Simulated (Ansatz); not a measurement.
## A relaxation, step by step

SiH₃SF₃, singlet, PBE0-D4/def2-TZVP (Ansatz 0.2.0). Settings:

```yaml
hamiltonian: {xc: pbe0, dispersion: d4}
relax: {f_tol: 0.005, max_steps: 200}
```

Start, a step off a saddle point along its unstable mode:

```tsv
atom	x (Å)	y (Å)	z (Å)
Si1	-0.1405	0.1549	-0.6076
S2	1.0012	-1.2371	0.7738
F3	0.8633	0.0613	-1.8029
F4	-0.1498	1.7411	-0.3749
F5	-1.4757	-0.4036	-1.2773
H6	-0.6057	-0.3090	1.1174
H7	-1.1327	0.1635	0.8847
H8	1.6399	-0.1709	1.2868
```

```tsv
step	energy less the last (meV)	largest force component (eV/Å)
1	1772.7	2.240
4	277.8	0.955
7	31.3	0.168
10	19.7	0.088
13 (rejected trial)	17.9	0.243
16	7.3	0.117
19	3.3	0.004
22	2.5	0.011
25 (rejected trial)	3.1	0.196
28	2.0	0.003
31	1.6	0.068
34	1.1	0.098
37	0.5	0.028
40	0.4	0.077
43 (rejected trial)	0.3	0.097
46	0.1	0.004
49 (rejected trial)	0.1	0.039
52 (rejected trial)	0.0	0.021
55	0.0	0.003
```

Step 7, positions (Å) and forces (eV/Å):

| atom | x | y | z | Fx | Fy | Fz |
| --- | --- | --- | --- | --- | --- | --- |
| Si1 | 0.289 | 0.033 | -0.958 | -0.082 | 0.001 | 0.168 |
| S2 | 1.263 | -1.210 | 0.420 | 0.043 | -0.026 | -0.025 |
| F3 | 1.062 | 0.186 | -2.318 | 0.013 | 0.017 | -0.007 |
| F4 | 0.103 | 1.472 | -0.344 | 0.026 | 0.003 | -0.086 |
| F5 | -1.124 | -0.560 | -1.308 | 0.033 | 0.003 | -0.056 |
| H6 | -1.462 | -0.196 | 1.779 | -0.005 | -0.027 | 0.021 |
| H7 | -1.821 | 0.431 | 1.595 | -0.035 | 0.034 | 0.014 |
| H8 | 1.690 | -0.154 | 1.134 | 0.005 | -0.005 | -0.030 |

Step 16, positions (Å) and forces (eV/Å):

| atom | x | y | z | Fx | Fy | Fz |
| --- | --- | --- | --- | --- | --- | --- |
| Si1 | 0.317 | 0.041 | -0.981 | 0.071 | -0.017 | 0.008 |
| S2 | 1.158 | -1.182 | 0.488 | 0.024 | -0.027 | 0.009 |
| F3 | 1.249 | 0.247 | -2.233 | -0.020 | -0.058 | -0.028 |
| F4 | 0.026 | 1.490 | -0.443 | -0.117 | 0.013 | 0.005 |
| F5 | -1.015 | -0.643 | -1.459 | 0.039 | 0.097 | 0.006 |
| H6 | -1.707 | -0.136 | 1.992 | 0.032 | -0.038 | 0.010 |
| H7 | -2.140 | 0.458 | 1.871 | -0.035 | 0.040 | -0.012 |
| H8 | 2.111 | -0.275 | 0.765 | 0.006 | -0.011 | 0.003 |

Step 22, positions (Å) and forces (eV/Å):

| atom | x | y | z | Fx | Fy | Fz |
| --- | --- | --- | --- | --- | --- | --- |
| Si1 | 0.313 | 0.053 | -0.938 | -0.004 | 0.000 | -0.004 |
| S2 | 1.181 | -1.175 | 0.513 | 0.005 | 0.005 | 0.001 |
| F3 | 1.232 | 0.248 | -2.200 | -0.003 | 0.000 | 0.005 |
| F4 | -0.010 | 1.499 | -0.409 | 0.004 | -0.004 | -0.002 |
| F5 | -1.028 | -0.625 | -1.399 | 0.002 | 0.003 | 0.004 |
| H6 | -1.693 | -0.054 | 2.018 | -0.010 | 0.010 | -0.005 |
| H7 | -2.222 | 0.396 | 1.744 | 0.008 | -0.011 | 0.003 |
| H8 | 2.227 | -0.342 | 0.670 | -0.003 | -0.004 | -0.001 |

Last step (55):

```
atom    x (Å)    y (Å)    z (Å)
 Si1   0.3143   0.0934  -0.8606
  S2   1.2217  -1.1191   0.5791
  F3   1.1418   0.1639  -2.1976
  F4   0.1264   1.5820  -0.3870
  F5  -1.1019  -0.5093  -1.1775
  H6  -1.7665   0.1613   2.0136
  H7  -2.3060   0.0480   1.5101
  H8   2.3702  -0.4203   0.5198
```

Hardware: 4 CPU threads of an Arm Neoverse V1, shared host. Wall time about 2.3 min.
